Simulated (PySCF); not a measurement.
What does the PBE0-D3(BJ)/def2-SVP structure of InChI=1S/CH7B2FSi/c1-3(5)2-4/h2H,1,5H3 look like in three dimensions?

```xyz
12
CH7B2FSi angstrom
C     -1.3686   -1.0879    0.1624
B     -0.3955    0.1335    0.0922
Si     1.6114   -0.1697   -0.0177
B     -0.8753    1.7438    0.2107
F     -1.0602    2.5147   -0.8574
H     -1.4540   -1.2597    1.2580
H     -0.9822   -2.0288   -0.2566
H     -2.3923   -0.9023   -0.1957
H      2.0204   -1.5845    0.2615
H      2.0209    0.1600   -1.4245
H      2.3904    0.7320    0.8906
H     -1.0262    2.2930    1.2905
```

Any rigid rotation of these coordinates is as good. Atoms count from 1 in this order. Si3 (SiH3 silicon) is distorted tetrahedral (angles from 106.7° to 113.6°). B2 (three-coordinate boron) is planar (angles 124.5°, 120.0° and 115.3°, sum 359.9°, 0.04 Å off the plane of its three neighbours). B4 (three-coordinate boron) is planar (angles 122.5°, 121.8° and 115.6°, sum 359.9°, 0.02 Å off the plane of its three neighbours).

Bonds between heavy atoms (Å): C1–B2 1.563, B2–Si3 2.033, B2–B4 1.684, B4–F5 1.330.

Method: PBE0-D3(BJ)/def2-SVP geometry optimisation, gas phase in PySCF.

Point group: C1 (no symmetry element, even within 0.4 Å). Whether it is a minimum is left open (no frequencies). The numbers are those of one conformer (C1–B2–B4–F5 -98°).

The run took 25 s of wall time on one thread, Arm Neoverse V1 (aarch64), shared host with 32 logical CPUs at a one-minute load of 36, and the process peaked at 0.45 GiB of memory. That covers the optimisation of the geometry.
